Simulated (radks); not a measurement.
Spherical quantum dot in the effective-mass picture: electrons in a parabolic well V = omega^2 r^2 / 2 with omega = 0.265, all in effective atomic units (hartree* = m*/eps^2 hartree, bohr* = eps/m* bohr), one dielectric constant everywhere. Calculated with a radial shooting solver with Libxc functionals: non-relativistic Kohn-Sham, PBEsol, spin-polarised, spherical densities. Levels are named by radial order and angular momentum (1s, 1p, 1d, 2s, ...), and open shells are averaged over m. Results are scaled to m* = 0.274 and eps = 15.2, for which hartree* = 32.27 meV and bohr* = 2.936 nm.

N = 10, configuration 1s2 1p6 1d(up 2, down 0). This is the lowest configuration that the search found. Occupied levels:

level    occupation  eigenvalue (meV)  <r> (nm)
1s up             1            84.941     10.16
1s down           1            85.326     9.839
1p up             3            88.430     12.15
1p down           3            89.042     11.98
1d up             2            92.743     13.56

Energy (meV): total 552.293, kinetic 57.833, external 205.30, Hartree 355.90, exchange-correlation -66.736.

Electron density:

r (nm)  n(r) (e/nm^3)
1.13        0.0004177
2.38        0.0004630
3.64        0.0005324
4.90        0.0006134
6.15        0.0006903
7.41        0.0007461
8.66        0.0007659
9.92        0.0007393
11.2        0.0006645
12.4        0.0005506
13.7        0.0004161
14.9        0.0002839
16.2        0.0001727
17.5       0.00009298
18.7       0.00004448
20.0       0.00001906
21.2        7.340e-06
22.5        2.519e-06
23.7        7.709e-07
25.0        2.101e-07
